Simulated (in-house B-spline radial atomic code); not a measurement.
## PBEsol excitations of Ga³⁺

Method: PBEsol. Computed with an all-electron radial atomic-structure program (B-spline basis): linear response of the closed shell [Ar] 3d10 with the functional's adiabatic kernel; non-relativistic, point nucleus, no spin-orbit coupling, no double excitations, S, P, D and F terms only. Only terms of natural parity with L up to 3 were computed.

Without relativity these are model numbers for so heavy an element.

Command:
```bash
python run_td.py task.json out
```
Settings (radii: box in bohr, nucleus in fm):
```
Z                        31
electrons                28
configuration            [Ar] 3d10
hamiltonian              nr
method                   pbesol
box_radius               23.08
intervals                55
```

Time taken, with all properties: 0.7 s on 1 thread of Intel(R) Xeon(R) Platinum 8488C (Sapphire Rapids) (shared host).

The lowest states, in the order of their Tamm-Dancoff energies; the method's threshold (minus the highest occupied level) is 52.82 eV. Labels give the largest channel, * marks a mixed state, and oscillator strengths are full-response dipole values. Semilocal kernels can invert the small singlet-triplet splittings of Rydberg terms. Energies in eV:

```csv
state,full response,Tamm-Dancoff,oscillator strength
3d → 4s 3D,16.688,16.709,-
3d → 4s 1D,?,?,-
3d → 4p 3P,25.459,25.484,-
3d → 4p 3F,25.626,25.640,-
3d → 4p 1F,?,?,-
3d → 4p 1P,26.808,26.878,0.504
3d → 4d 3S,37.14,37.17,-
3d → 4d 3D,37.67,37.68,-
3d → 4d 1D,37.98,37.99,-
3d → 5s 3D,38.23,38.24,-
```

Task: Where does 3d → 4s 1D lie?

Result: At 17.288 eV in full response, 17.297 eV in Tamm-Dancoff.

Task: Where does 3d → 4p 1F lie?

Result: At 25.960 eV in full response, 25.963 eV in Tamm-Dancoff.

Task: How large is the singlet-triplet splitting of 3d → 4s (D terms) in Tamm-Dancoff?

Result: 0.588 eV, from the unrounded values.

Task: What polarisabilities and dispersion coefficient does the method give?

Result: Dipole 1.443 bohr³, quadrupole 3.004 bohr⁵, C6 3.224 hartree·bohr⁶ for two such species.
